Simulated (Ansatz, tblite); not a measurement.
Removing and adding an electron: BH₂Br. Total charge 0; singlet. Geometry: r2SCAN-D4/def2-TZVP. Ansatz, gas phase; energy differences of separate SCF runs; the oxidised species was run as a doublet alone; the reduced species was run as a doublet alone.

```xyz
4

B    -0.180   -0.046    0.067
H    -0.453    0.273    1.178
H    -0.913   -0.625   -0.667
Br    1.546    0.398   -0.579
```

The xTB rows come from tblite. Correlated methods freeze 10 core orbitals; core or outer-core shells of Br are correlated, in sets that lack core-valence functions.

```csv
level,−HOMO (eV),vertical IE (eV),−LUMO (eV),vertical EA (eV),HOMO–LUMO gap (eV),IE − EA (eV),remarks
GFN1-xTB,11.60,15.98,7.77,3.43,3.83,12.55,–
GFN2-xTB,11.49,15.35,8.15,3.59,3.34,11.76,–
HF/def2-TZVPD,–,–,–,-0.67,–,–,–
HF/def2-TZVPP,–,9.97,–,–,–,–,–
PBE-D4/def2-TZVP,6.95,10.57,2.99,–,3.96,–,–
PBE-D4/def2-TZVPD,6.97,–,3.02,0.13,3.95,–,HOMO above zero (-1 doublet)
r2SCAN-D4/def2-TZVP,7.24,10.70,2.63,–,4.60,–,–
r2SCAN-D4/def2-TZVPD,7.24,–,2.64,0.19,4.60,–,HOMO above zero (-1 doublet)
PBE0-D4/def2-TZVP,8.22,10.77,2.01,–,6.21,–,–
PBE0-D4/def2-TZVPD,8.24,–,2.04,0.12,6.20,–,HOMO above zero (-1 doublet)
MP2/def2-TZVPD,–,–,–,-0.12,–,–,–
MP2/def2-TZVPP,–,11.02,–,–,–,–,–
CCSD/def2-TZVPD,–,–,–,-0.13,–,–,–
CCSD/def2-TZVPP,–,10.83,–,–,–,–,–
CCSD(T)/def2-TZVPD,–,–,–,-0.10,–,–,–
CCSD(T)/def2-TZVPP,–,10.87,–,–,–,–,–
```

   A HOMO above zero means that the electron is unbound at that level or that self-interaction error raises the level; the energy of removing that electron tells which. Raw xTB energy differences between charge states are shifted by several eV; the methods need an empirical correction for them. A negative affinity means that the extra electron isn't bound; its size then hangs on the basis.
